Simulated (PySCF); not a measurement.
# One molecule, several mistakes: BC2GeH7

Calculated results; nothing here was measured. The program is PySCF 2.14.0, an open-source quantum chemistry code, run on an isolated molecule that a program drew, which may never have been made. The molecule is BC2GeH7 (charge 0, singlet), drawn as the SMILES string `[BH2][Ge][CH2]C`.

Each row is a Hartree-Fock (HF) and frozen-core CCSD(T) single point in the cc-pVDZ basis, meant for a local HF minimum. Run 1 is clean. Each other run has one planted mistake out of seven kinds, and not every kind appears here: one electron removed, one electron added, multiplicity raised by two, geometry at a saddle point, minimal basis STO-3G, one bond length entered in bohr, all coordinates scaled. The reference is restricted for singlets and unrestricted otherwise, and also for a bond in bohr. Adding or removing an electron swaps singlet and doublet. Electrons count all cores. HOMO and LUMO are orbital energies over both spins, the gradient is its largest component, and the lowest frequency (negative if imaginary) is given only where the gradient is small. Bond lengths are over the 10 bonds as drawn. T1 is the CCSD diagnostic: over 0.02 (restricted) or 0.045 (unrestricted) a single reference is doubtful. Germanium has the cc-pVDZ-PP basis, with a core potential (ECP10MDF) in place of its 10 inner electrons, and its 3s, 3p and 3d shells are frozen in CCSD(T).

Geometry of the clean run:
```xyz
11
BC2GeH7, angstrom
B     2.0907    1.7482    0.3968
Ge    0.4413    0.5079    0.0471
C    -0.8060    1.8466   -0.8106
C    -0.7362    3.3261   -0.4223
H     2.2691    2.2836    1.4605
H     2.9584    1.8847   -0.4277
H    -0.5772    1.7253   -1.8806
H    -1.8240    1.4656   -0.6907
H     0.2413    3.7573   -0.6540
H    -0.9131    3.4707    0.6465
H    -1.4883    3.9143   -0.9571
```

| run | electrons | basis functions | <S^2> | HOMO (eV) | LUMO (eV) | gradient (hartree/bohr) | lowest frequency (cm^-1) | mean bond (Å) | longest bond (Å) | T1 | HF (hartree) | CCSD(T) (hartree) | mistake |
|---|---|---|---|---|---|---|---|---|---|---|---|---|---|
| 1 | 56 | 100 | 0.000 | -8.01 | 0.94 | 1.9e-05 | 58 | 1.3529 | 2.093 | 0.0149 | -397.81017 | -398.33798 | no fault |
| 2 | 57 | 100 | 0.774 | -0.61 | 6.70 | 1.7e-02 | - | 1.3529 | 2.093 | 0.0226 | -397.80313 | -398.34505 | one electron added |
| 3 | 56 | 100 | 0.000 | -7.77 | 1.32 | 9.5e-02 | - | 1.2257 | 1.896 | 0.0164 | -397.71357 | -398.22898 | ? |
| 4 | 55 | 100 | 0.774 | -15.59 | -6.07 | 3.6e-02 | - | 1.3529 | 2.093 | 0.0160 | -397.55247 | -398.04947 | ? |

**Which mistake was planted in run 3, and what did it cost?**

The mean and the longest bond both change by the same factor, 0.906, and the gradient is no longer small. So the mistake is: all coordinates scaled. Subtracting run 1 and multiplying by 627.51 kcal/mol a hartree, the energy moved by 60.6 kcal/mol in HF and 68.4 kcal/mol in CCSD(T).

**Which mistake was planted in run 4, and what did it cost?**

It counts 55 electrons, one fewer than the clean run, at the same geometry and basis. So the mistake is: one electron removed. Subtracting run 1 and multiplying by 627.51 kcal/mol a hartree, the energy moved by 161.7 kcal/mol in HF and 181.0 kcal/mol in CCSD(T).

